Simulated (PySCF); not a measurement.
Al (aluminium, neutral) across methods

[Ne] 3s2 3d1, 2D determinant (an excited configuration). All numbers are calculated (PySCF 2.14, no relativity, point nucleus, in aug-cc-pV(T+d)Z). The B2PLYP total includes its PT2 part (frozen core); its orbital energies are those of the SCF part.

| method | E (hartree) | mean ε 3s α (eV) | mean ε 3s β (eV) | mean ε 3d α (eV) | Σ⟨r²⟩ (bohr²) | ⟨S²⟩ |
| --- | --- | --- | --- | --- | --- | --- |
| B2PLYP | -242.0964 | -11.869 | -11.801 | -0.854 | 60.81 | 0.750 |
| PBE0 | -242.0969 | -11.062 | -10.947 | -0.796 | 59.46 | 0.750 |
| TPSS | -242.2272 | -10.167 | -10.032 | -0.498 | 59.29 | 0.750 |
| PBE | -242.0803 | -10.093 | -9.956 | -0.546 | 58.85 | 0.750 |
| revPBE | -242.1683 | -10.043 | -9.926 | -0.595 | 59.12 | 0.750 |
| LDA | -241.1608 | -10.204 | -10.053 | -0.401 | 58.37 | 0.750 |
| UHF | -241.71724 | -13.188 | -13.107 | -1.201 | 62.58 | 0.750 |
| wB97M-V | -242.1957 | -13.063 | -12.932 | -1.135 | 57.25 | 0.750 |

**Question.** Estimate the same row for r2SCAN.

**Answer.** E (hartree) = -242.1744; mean ε 3s α (eV) = -10.195; mean ε 3s β (eV) = -10.131; mean ε 3d α (eV) = -0.462; Σ⟨r²⟩ (bohr²) = 58.53; ⟨S²⟩ = 0.750.

The outer electron is Rydberg-like, and this basis confines it to a smaller radius and binds it less than a complete one would.
